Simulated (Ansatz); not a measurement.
`O=C=N[Si](F)(F)F` and `C[SiH2][Si](F)(F)F` differ in one atom or group.

Ansatz, PBE0-D4/def2-TZVP geometries, multiplicity 1. Each molecule was computed in one conformer, which needn't be the lowest.

```json
{"property": "HOMO–LUMO gap (ωB97M-V/def2-TZVPP) / eV", "`O=C=N[Si](F)(F)F`": "14.30"}
{"property": "LUMO energy (PBE0/def2-TZVPP) / eV", "`O=C=N[Si](F)(F)F`": "0.06"}
{"property": "size of the dipole moment (B3LYP/def2-TZVPP) / D", "`O=C=N[Si](F)(F)F`": "0.15"}
{"property": "HOMO–LUMO gap (B3LYP/def2-TZVPP) / eV", "`O=C=N[Si](F)(F)F`": "9.42"}
{"property": "LUMO energy (ωB97M-V/def2-TZVPP) / eV", "`O=C=N[Si](F)(F)F`": "2.15"}
{"property": "size of the dipole moment (ωB97M-V/def2-TZVPP) / D", "`O=C=N[Si](F)(F)F`": "0.17"}
```

(1) What does the change do to each property? (An estimate is asked.)

Answers

(1) Computed: 
```csv
property,`C[SiH2][Si](F)(F)F`,shift
HOMO–LUMO gap (ωB97M-V/def2-TZVPP) / eV,12.36,-1.94
LUMO energy (PBE0/def2-TZVPP) / eV,-0.36,-0.42
size of the dipole moment (B3LYP/def2-TZVPP) / D,2.77,2.62
HOMO–LUMO gap (B3LYP/def2-TZVPP) / eV,8.20,-1.22
LUMO energy (ωB97M-V/def2-TZVPP) / eV,1.31,-0.84
size of the dipole moment (ωB97M-V/def2-TZVPP) / D,2.76,2.59
```

With PBE0 the HOMO rises by 0.93 eV and the LUMO falls by 0.42 eV, so the gap narrows by about 1.35 eV. PBE moves the HOMO by 0.73 eV and ωB97M-V by 1.10 eV. Dipoles are sizes alone; their direction can turn.

B3LYP here is the variant with VWN-RPA as its local correlation; programs differ in this.
